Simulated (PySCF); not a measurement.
Molecule: C8H6O, SMILES C#Cc1cccc(O)c1. Atoms near the plane z = 0.8 Å, at the GFN2-xTB optimised geometry (x, y, z in Å): C1 (-2.3, -2.3, 0.0), C2 (-1.7, -1.3, 0.0), C3 (-1.0, -0.1, 0.0), C4 (-1.7, 1.1, 0.0), C5 (-1.0, 2.3, 0.0), C6 (0.4, 2.3, 0.0), C7 (1.1, 1.1, 0.0), O8 (2.5, 1.2, 0.0), C9 (0.4, -0.1, 0.0), H10 (-2.8, -3.3, 0.0), H11 (-2.8, 1.1, 0.0), H12 (-1.5, 3.3, 0.0), H13 (1.0, 3.3, 0.0), H14 (2.8, 0.3, 0.0), H15 (0.9, -1.0, 0.0).

Level of theory: PBE0/def2-TZVP in PySCF. The values are rescaled to run from 0 to 1.

```
|:::-----------------:::::::::|
|::------------------:::::::::|
|::------------------:::::::::|
|::-------==---------:::::::::|
|:-------==+=---====-:::::::::|
|:-------=+*+=-==**=-:::::::::|
|:-------=+##*+*##*=-:....::::|
|:--------+%@@@@@@*=:.....::::|
|:--------+@@@@@@@#=:.   ..:::|
|:------==*@@@@@@@@*=:   ..:::|
|:----==+#@@@%*#@@@@#*-...::::|
|::---=+*@@@@*+*@@@@@@%-::::::|
|:::--=++%@@@#**@@@@@@%+=-----|
|::::---=+#@@@@@@@@%#%@%*==---|
|:::::::-=*@@@@@@@%**%@@#+==--|
|::::::::=#@@@@@@@#+*#%%*+==--|
|::::...:+@@@@##@%#++***++==--|
|::::...:#@@@#==+##++++++===--|
|::::...-#@@@+--=++++======---|
|::::::-%@@#=:::-=========----|
|:::::-+@@@+...:---=====------|
|:::--=*@@@=...::-------------|
|:----+#%%*-...:::------------|
|----=+##*=:::::::------------|
|----=++*=-:::::::------------|
|----=====--:::::::-----------|
|-----===---:::::::-----------|
|-----------:::::::-----------|
|------------:::::::----------|
```
Scale: ten equal steps from 0.000 (start of ' ') to 1.00 (end of '@'), in the order ' .:-=+*#%@'; x runs from -5.50 to 5.50, y from -5.50 (bottom) to 5.50 (top).

Q: Which quantity is mapped?
(A) an orbital amplitude
(B) electrostatic potential
(C) log10 of the electron density
(D) deformation density (molecule minus spherical neutral atoms)

A: B, electrostatic potential. In full: electrostatic potential (hartree/e), clipped to [-0.08, 0.12].
